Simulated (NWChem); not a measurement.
System: Cs, doublet

Input file for NWChem:

```
start job
memory heap 200 mb stack 900 mb global 1100 mb
geometry units angstroms noautoz
  Cs     0.000000     0.000000     0.000000
end
basis spherical
  Cs library def2-tzvp
end
ecp
  Cs library def2-ecp
end
dft
  odft
  mult 2
  xc pw6b95
  iterations 150
  mulliken
end
task dft energy
```

NWChem printed, in part:

```
             Northwest Computational Chemistry Package (NWChem) 7.3.0
             --------------------------------------------------------

                             Geometry "geometry" -> ""
                             -------------------------

 Output coordinates in angstroms (scale by  1.889725989 to convert to a.u.)

  No.       Tag          Charge          X              Y              Z
 ---- ---------------- ---------- -------------- -------------- --------------
    1 Cs                  55.0000     0.00000000     0.00000000     0.00000000

 Effective nuclear repulsion energy (a.u.)       0.0000000000

                                 NWChem DFT Module
                                 -----------------

 Summary of "ao basis" -> "ao basis" (spherical)
 ------------------------------------------------------------------------------
       Tag                 Description            Shells   Functions and Types
 ---------------- ------------------------------  ------  ---------------------
 Cs                        def2-tzvp                11       29   5s3p3d

            General Information
            -------------------
          SCF calculation type: DFT
          Wavefunction type:  spin polarized.
          No. of atoms     :     1
          No. of electrons :     9
           Alpha electrons :     5
            Beta electrons :     4
          Charge           :     0
          Spin multiplicity:     2
          Use of symmetry is: off; symmetry adaption is: off
          Maximum number of iterations: 150
          AO basis - number of functions:    29
                     number of shells:    11
          Convergence on energy requested:  1.00D-06
          Convergence on density requested:  1.00D-05
          Convergence on gradient requested:  5.00D-04

              XC Information
              --------------
                       PW6B95 Method XC Functional
                     Hartree-Fock (Exact) Exchange  0.280
                    PW6B95 GGA Exchange Functional  0.720
                      PW6B95 Correlation Potential  1.000

             Grid Information
             ----------------
          Grid used for XC integration:  medium
          Radial quadrature: Mura-Knowles
          Angular quadrature: Lebedev.
          Tag              B.-S. Rad. Rad. Pts. Rad. Cut. Ang. Pts.
          ---              ---------- --------- --------- ---------
          Cs                  2.60      123          14.0       590
          Grid pruning is: on
          Number of quadrature shells:   123
          Spatial weights used:  Erf1

      Superposition of Atomic Density Guess
      -------------------------------------

 Sum of atomic energies:         -22.60767280

      Non-variational initial energy
      ------------------------------

 Total energy =     -19.817845
 1-e energy   =     -32.874635
 2-e energy   =      13.056790
 HOMO         =      -0.055568
 LUMO         =       0.027301

     ---------------------------------------------
      Total Density - Mulliken Population Analysis
     ---------------------------------------------

    Atom       Charge   Shell Charges
 -----------   ------   -------------------------------------------------------
    1 Cs   9     9.00  -0.32  1.55  0.75  0.47  0.55  5.39  0.61  0.00  0.00 -0.00  0.00

     --------------------------------------------
      Spin Density - Mulliken Population Analysis
     --------------------------------------------

    Atom       Charge   Shell Charges
 -----------   ------   -------------------------------------------------------
    1 Cs   9     1.00  -0.01  0.02 -0.03  0.46  0.55  0.00  0.00  0.00  0.00 -0.00  0.00

   convergence    iter        energy       DeltaE   RMS-Dens  Diis-err
 ---------------- ----- ----------------- --------- --------- ---------
 d= 0,ls=0.0,diis     1    -20.1235448190 -2.01D+01  2.53D-02  2.96D-03
                                                     4.41D-03  1.89D-03
 d= 0,ls=0.0,diis     2    -20.1281137380 -4.57D-03  4.12D-03  2.21D-04
                                                     8.81D-04  1.46D-04
 d= 0,ls=0.0,diis     3    -20.1283674007 -2.54D-04  2.24D-03  5.35D-06
                                                     1.46D-04  2.01D-06
 d= 0,ls=0.0,diis     4    -20.1283845712 -1.72D-05  3.13D-04  1.09D-07
                                                     6.10D-06  6.76D-09
 d= 0,ls=0.0,diis     5    -20.1283848436 -2.72D-07  9.06D-06  1.89D-10
                                                     4.82D-07  1.87D-11

         Total DFT energy =      -20.128384843571
      One electron energy =      -32.995428488759
           Coulomb energy =       15.987619154253
    Exchange-Corr. energy =       -3.120575509065
 Nuclear repulsion energy =        0.000000000000

 Numeric. integr. density =        9.000000003379

                    DFT Final Alpha Molecular Orbital Analysis
                    ------------------------------------------

 Vector    3  Occ=1.000000D+00  E=-5.533688D-01
              MO Center=  9.9D-13,  9.8D-13,  1.0D-12, r^2= 1.4D+00
   Bfn.  Coefficient  Atom+Function         Bfn.  Coefficient  Atom+Function
  ----- ------------  ---------------      ----- ------------  ---------------
     8      0.704182  1 Cs pz                 6     -0.532860  1 Cs px
     7     -0.186318  1 Cs py                11      0.103609  1 Cs pz
     9     -0.078402  1 Cs px                10     -0.027414  1 Cs py

 Vector    4  Occ=1.000000D+00  E=-5.533688D-01
              MO Center=  1.3D-12,  4.1D-13,  1.0D-12, r^2= 1.4D+00
   Bfn.  Coefficient  Atom+Function         Bfn.  Coefficient  Atom+Function
  ----- ------------  ---------------      ----- ------------  ---------------
     7      0.806165  1 Cs py                 6     -0.396381  1 Cs px
    10      0.118615  1 Cs py                 8     -0.086643  1 Cs pz
     9     -0.058321  1 Cs px

 Vector    5  Occ=1.000000D+00  E=-9.692471D-02
              MO Center=  8.4D-12,  8.1D-12,  8.1D-12, r^2= 1.0D+01
   Bfn.  Coefficient  Atom+Function         Bfn.  Coefficient  Atom+Function
  ----- ------------  ---------------      ----- ------------  ---------------
     4      0.972274  1 Cs s                  2     -0.412668  1 Cs s
     3     -0.216337  1 Cs s                  1      0.170942  1 Cs s
     5      0.171172  1 Cs s

 Vector    6  Occ=0.000000D+00  E=-1.680971D-02
              MO Center=  2.7D-11,  2.7D-11,  2.7D-11, r^2= 2.0D+01
   Bfn.  Coefficient  Atom+Function         Bfn.  Coefficient  Atom+Function
  ----- ------------  ---------------      ----- ------------  ---------------
    14      0.823235  1 Cs pz                13     -0.425034  1 Cs py
    12     -0.409984  1 Cs px                 8     -0.171171  1 Cs pz
     7      0.088375  1 Cs py                 6      0.085246  1 Cs px

 Vector    7  Occ=0.000000D+00  E=-1.680971D-02
              MO Center=  2.7D-11,  2.7D-11,  2.7D-11, r^2= 2.0D+01
   Bfn.  Coefficient  Atom+Function         Bfn.  Coefficient  Atom+Function
  ----- ------------  ---------------      ----- ------------  ---------------
    12      0.727571  1 Cs px                13     -0.705049  1 Cs py
     6     -0.151280  1 Cs px                 7      0.146597  1 Cs py

 Vector    8  Occ=0.000000D+00  E=-1.680971D-02
              MO Center=  3.0D-11,  3.0D-11,  3.0D-11, r^2= 2.0D+01
   Bfn.  Coefficient  Atom+Function         Bfn.  Coefficient  Atom+Function
  ----- ------------  ---------------      ----- ------------  ---------------
    13      0.590516  1 Cs py                14      0.590541  1 Cs pz
    12      0.573594  1 Cs px                 7     -0.122783  1 Cs py
     8     -0.122788  1 Cs pz                 6     -0.119264  1 Cs px

                     DFT Final Beta Molecular Orbital Analysis
                     -----------------------------------------

 Vector    2  Occ=1.000000D+00  E=-5.511732D-01
              MO Center= -8.8D-13,  1.3D-13,  1.1D-12, r^2= 1.4D+00
   Bfn.  Coefficient  Atom+Function         Bfn.  Coefficient  Atom+Function
  ----- ------------  ---------------      ----- ------------  ---------------
     6      0.819844  1 Cs px                 7      0.386168  1 Cs py
     9      0.115615  1 Cs px                10      0.054458  1 Cs py
     8     -0.027219  1 Cs pz

 Vector    3  Occ=1.000000D+00  E=-5.511732D-01
              MO Center=  1.2D-12,  5.2D-13, -1.2D-13, r^2= 1.4D+00
   Bfn.  Coefficient  Atom+Function         Bfn.  Coefficient  Atom+Function
  ----- ------------  ---------------      ----- ------------  ---------------
     8      0.819347  1 Cs pz                 7      0.360952  1 Cs py
     6     -0.142815  1 Cs px                11      0.115545  1 Cs pz
    10      0.050902  1 Cs py

 Vector    4  Occ=1.000000D+00  E=-5.511732D-01
              MO Center=  9.0D-13,  1.2D-12,  9.2D-13, r^2= 1.4D+00
   Bfn.  Coefficient  Atom+Function         Bfn.  Coefficient  Atom+Function
  ----- ------------  ---------------      ----- ------------  ---------------
     7      0.736613  1 Cs py                 8     -0.387223  1 Cs pz
     6     -0.359820  1 Cs px                10      0.103878  1 Cs py
    11     -0.054607  1 Cs pz                 9     -0.050742  1 Cs px

 Vector    5  Occ=0.000000D+00  E=-3.541912D-02
              MO Center=  2.1D-11,  2.6D-11,  2.6D-11, r^2= 9.6D+00
   Bfn.  Coefficient  Atom+Function         Bfn.  Coefficient  Atom+Function
  ----- ------------  ---------------      ----- ------------  ---------------
     4      1.066252  1 Cs s                  2     -0.454629  1 Cs s
     3     -0.199405  1 Cs s                  1      0.183196  1 Cs s
     5      0.070754  1 Cs s

[...]
```

Level: PW6B95/def2-TZVP with def2 effective core potentials on Cs, spin-unrestricted. No stability test was run on the SCF state. def2 effective core potentials on Cs; no spin-orbit coupling.
